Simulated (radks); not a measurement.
The numbers below are computed, except where a source is named.
Species: Rh16+. Configuration: [Ar] 3d10 4s1 (the NIST ground configuration).

Level of theory: Dirac Kohn-Sham, relativistic LDA (MacDonald-Vosko exchange, VWN5 correlation), spin-unpolarised, spherical densities, finite nucleus; Fermi nuclear charge, rms radius 4.4945 fm (a radial shooting solver on a logarithmic mesh with Libxc functionals).

Energy parts (eV):
total: -127317.753
kinetic: 132471.007
electron-nucleus: -296320.956
Hartree: 39667.850
exchange-correlation: -3135.653

Orbitals (lengths in bohr, moments of r in powers of bohr):
\begin{tabular}{lrrrrr}
orbital & occ. & eigenvalue (eV) & <r> & <r^2> & small-component weight \\ \hline
1s1/2 & 2 & -23300.69 & 0.03274 & 0.001448 & 2.69e-02 \\
2s1/2 & 2 & -3716.368 & 0.1418 & 0.02377 & 5.60e-03 \\
2p1/2 & 2 & -3476.661 & 0.1204 & 0.01779 & 5.62e-03 \\
2p3/2 & 4 & -3332.885 & 0.1252 & 0.01912 & 5.42e-03 \\
3s1/2 & 2 & -969.0297 & 0.3874 & 0.1716 & 1.58e-03 \\
3p1/2 & 2 & -874.3517 & 0.3785 & 0.1664 & 1.53e-03 \\
3p3/2 & 4 & -848.8869 & 0.3887 & 0.1752 & 1.48e-03 \\
3d3/2 & 4 & -680.5715 & 0.3594 & 0.1534 & 1.37e-03 \\
3d5/2 & 6 & -675.4301 & 0.3626 & 0.1560 & 1.36e-03 \\
4s1/2 & 1 & -404.8651 & 0.8458 & 0.8024 & 5.52e-04 \\
\end{tabular}

The highest occupied level is 4s1/2 at -404.87 eV. For comparison, the ionisation energy in NIST's Atomic Spectra Database is 416.0 eV (semi-empirical). In exact Kohn-Sham theory the highest level is minus the ionisation energy, but local and semilocal functionals leave it too shallow, through self-interaction and a potential that decays too fast; potentials with the right tail come closer. Summed over all electrons, <r^2> = 3.891 bohr^2, which gives a Langevin (diamagnetic) susceptibility term of -3.08 x 10^-6 cm^3/mol.

Beside tabulated values, note that spin-unpolarised runs miss the spin-polarisation part of the exchange energy of open shells.
